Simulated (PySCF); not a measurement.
How the method moves the HOMO and LUMO of `C[O][Al]([F])[O]C`

Species: C2H6AlFO2.
Cartesian coordinates in Å at the PBE0-D3(BJ)/def2-SVP level; atoms count from 1:
```
atom  x, y, z in Å
C1    -2.3903   -0.6754    0.3713
O2    -1.0492   -0.3325    0.2500
Al3   -0.0695    1.0311    0.2614
F4    -0.7111    2.5367    0.5119
O5     1.5852    0.9178    0.0155
C6     2.5357   -0.0778   -0.1756
H7    -2.5368   -1.3759    1.2122
H8    -3.0444    0.1984    0.5458
H9    -2.7457   -1.1815   -0.5436
H10    3.1187    0.1185   -1.0924
H11    2.0918   -1.0858   -0.2689
H12    3.2484   -0.1016    0.6677
```

Basis pcSseg-1 throughout (PySCF), one geometry. One conformer (not necessarily the lowest) at the PBE0-D3(BJ)/def2-SVP geometry, without solvent, vibrations or thermal averaging.

Q: How do the orbital energies, the gap and the dipole change with the method?

A: 
```json
{"method": "BLYP", "kind": "GGA", "HOMO (eV)": "-6.42", "LUMO (eV)": "-1.31", "gap (eV)": "5.11", "μ (D)": "2.04", "SCF cycles": "15"}
{"method": "PBE", "kind": "GGA", "HOMO (eV)": "-6.53", "LUMO (eV)": "-1.37", "gap (eV)": "5.16", "μ (D)": "2.04", "SCF cycles": "15"}
{"method": "OPBE", "kind": "GGA", "HOMO (eV)": "-6.53", "LUMO (eV)": "-1.04", "gap (eV)": "5.50", "μ (D)": "1.98", "SCF cycles": "15"}
{"method": "B97-D", "kind": "GGA", "HOMO (eV)": "-6.58", "LUMO (eV)": "-1.19", "gap (eV)": "5.39", "μ (D)": "2.05", "SCF cycles": "16"}
{"method": "BP86", "kind": "GGA", "HOMO (eV)": "-6.64", "LUMO (eV)": "-1.33", "gap (eV)": "5.31", "μ (D)": "2.07", "SCF cycles": "15"}
{"method": "KT2", "kind": "GGA", "HOMO (eV)": "-6.65", "LUMO (eV)": "-1.58", "gap (eV)": "5.08", "μ (D)": "2.05", "SCF cycles": "16"}
{"method": "LDA", "kind": "LDA", "HOMO (eV)": "-6.66", "LUMO (eV)": "-1.60", "gap (eV)": "5.07", "μ (D)": "2.17", "SCF cycles": "15"}
{"method": "KT3", "kind": "GGA", "HOMO (eV)": "-6.69", "LUMO (eV)": "-1.49", "gap (eV)": "5.20", "μ (D)": "1.98", "SCF cycles": "15"}
{"method": "B97-2", "kind": "global hybrid", "HOMO (eV)": "-7.85", "LUMO (eV)": "-0.44", "gap (eV)": "7.41", "μ (D)": "2.12", "SCF cycles": "13"}
{"method": "B3LYP", "kind": "global hybrid", "HOMO (eV)": "-7.85", "LUMO (eV)": "-0.77", "gap (eV)": "7.08", "μ (D)": "2.12", "SCF cycles": "13"}
{"method": "PBE0", "kind": "global hybrid", "HOMO (eV)": "-8.12", "LUMO (eV)": "-0.47", "gap (eV)": "7.65", "μ (D)": "2.14", "SCF cycles": "12"}
{"method": "mPW1PW91", "kind": "global hybrid", "HOMO (eV)": "-8.16", "LUMO (eV)": "-0.47", "gap (eV)": "7.69", "μ (D)": "2.15", "SCF cycles": "12"}
{"method": "CAM-B3LYP", "kind": "range-separated hybrid", "HOMO (eV)": "-9.55", "LUMO (eV)": "0.44", "gap (eV)": "9.99", "μ (D)": "2.16", "SCF cycles": "13"}
{"method": "BHandHLYP", "kind": "global hybrid", "HOMO (eV)": "-9.63", "LUMO (eV)": "0.30", "gap (eV)": "9.93", "μ (D)": "2.21", "SCF cycles": "12"}
{"method": "wB97X-D", "kind": "range-separated hybrid", "HOMO (eV)": "-10.04", "LUMO (eV)": "1.37", "gap (eV)": "11.41", "μ (D)": "2.16", "SCF cycles": "13"}
{"method": "LC-wPBE", "kind": "range-separated hybrid", "HOMO (eV)": "-10.92", "LUMO (eV)": "1.82", "gap (eV)": "12.74", "μ (D)": "2.16", "SCF cycles": "13"}
{"method": "HF", "kind": "Hartree–Fock", "HOMO (eV)": "-12.06", "LUMO (eV)": "2.57", "gap (eV)": "14.64", "μ (D)": "2.29", "SCF cycles": "10"}
```

The HOMO spans 5.64 eV, from BLYP down to HF, and the gap runs from 5.07 eV (LDA) to 14.64 eV (HF). Over the methods BLYP (0 %), PBE (0 %), OPBE (0 %), B97-D (0 %), BP86 (0 %), KT2 (0 %), LDA (0 %), KT3 (0 %), B97-2 (21 %), B3LYP (20 %), PBE0 (25 %), mPW1PW91 (25 %), BHandHLYP (50 %), HF (100 %), a straight line through the gap against the share of exact exchange rises by 0.94 eV for each 10 % (correlation coefficient 0.999). The dipole ranges from 1.98 D (KT3) to 2.29 D (HF). This basis has no diffuse functions.
